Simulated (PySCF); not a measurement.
# The second ionisation energy along group 12

All values are computed (PySCF 2.14, energy differences of UHF-based or UKS calculations, no spin-orbit coupling). Values in eV. The last column holds reference values (NIST; (s) semi-empirical, (t) theoretical, else measured). Unmarked ones compare directly (S terms, centres of terms, or small fine structure); those marked * lie between the lowest fine-structure levels and include a spin-orbit shift.

| element | configurations | SCS-MP2 (valence) | CCSD(T) (valence) | LDA | PBE0 | r2SCAN | MP2 (valence and next inner shell) | reference |
| --- | --- | --- | --- | --- | --- | --- | --- | --- |
| Zn (x2c-TZVPPall, spin-free X2C) | [Ar] 3d10 4s1 → [Ar] 3d10 | 17.636 | 17.737 | 19.059 | 18.356 | 18.564 | 17.866 | 17.964 |
| Cd (x2c-TZVPPall, spin-free X2C) | [Kr] 4d10 5s1 → [Kr] 4d10 | 16.499 | 16.565 | 17.692 | 16.994 | 17.095 | 16.807 | 16.908 |
| Hg (x2c-TZVPPall, spin-free X2C) | [Xe] 4f14 5d10 6s1 → [Xe] 4f14 5d10 | 18.313 | 18.365 | 19.434 | 18.704 | 18.965 | 18.679 | 18.757 |

Question: Which of these methods has the smallest mean absolute error against the measured values here?

Answer: MP2 (valence and next inner shell), with 0.093 eV.

```csv
method,elements,mean error (eV),mean absolute error (eV),largest error (eV)
SCS-MP2 (valence),3,-0.394,0.394,-0.444
CCSD(T) (valence),3,-0.321,0.321,-0.392
LDA,3,0.852,0.852,1.095
PBE0,3,0.141,0.177,0.391
r2SCAN,3,0.332,0.332,0.600
MP2 (valence and next inner shell),3,-0.093,0.093,-0.102
```

Errors include the incompleteness of the basis and the frozen core.

"Valence" correlates the outer s and p shells and, in groups 3 to 12 and the f block, the outer d or f shell, open or full, or the next shell where the ion has no valence electron left; the wider scheme adds the next inner shell.
